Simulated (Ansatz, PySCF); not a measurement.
CHS₂, SMILES S=C=[SH+], charge +1.

Geometry optimised at B3LYP-D3(BJ)/def2-TZVP. The isomer is the one that the SMILES or the coordinates give; other isomers of the formula were not compared.

Vertical ionisation energy (IE) and electron affinity (EA) in eV. Rows of orbital energies are one-electron estimates. Where ΔSCF, EOM or ADC give a negative EA the extra electron is unbound and the value depends on the basis.

```
level                                                                         IE    EA
-------------------------------------------------------------------------  -----  ----
−ε(HOMO), −ε(LUMO), M06-2X/def2-TZVPD (PySCF)                              15.45  8.31
−ε(HOMO), −ε(LUMO), PBE/def2-TZVPD (PySCF)                                   [?]   [?]
ADC(2)/aug-cc-pVDZ (PySCF)                                                 16.41  7.05
ΔSCF, CAM-B3LYP/def2-TZVPD (Ansatz), final states of multiplicity 2 and 2  16.76  7.13
ΔSCF, PBE/def2-TZVPD (Ansatz), final states of multiplicity 2 and 2        16.73  6.93
```

Problem. What belongs in the gaps? (An estimate is asked for; the answer gives what the named calculation found.)

Solution. 
- −ε(HOMO), −ε(LUMO), PBE/def2-TZVPD (PySCF), IE: 13.37
- −ε(HOMO), −ε(LUMO), PBE/def2-TZVPD (PySCF), EA: 10.20

Problem. What vertical singlet–triplet gap does ΔSCF give with CAM-B3LYP/def2-TZVPD (Ansatz, a first-principles code) and with PBE/def2-TZVPD (Ansatz)? (Estimate from the structure and the level; the computed values follow.)

Solution. 3.05 and 3.14 eV (triplet above singlet where positive).

Problem. Beyond the first one, list the lowest photoelectron lines from ADC(2)/aug-cc-pVDZ run with PySCF with their pole strengths (two spins summed). (An estimate is asked for; the answer gives what the named calculation found.)

Solution. 18.51 eV (1.78), 19.76 eV (1.70), 20.41 eV (1.72), 21.67 eV (1.73), 23.92 eV (1.67).
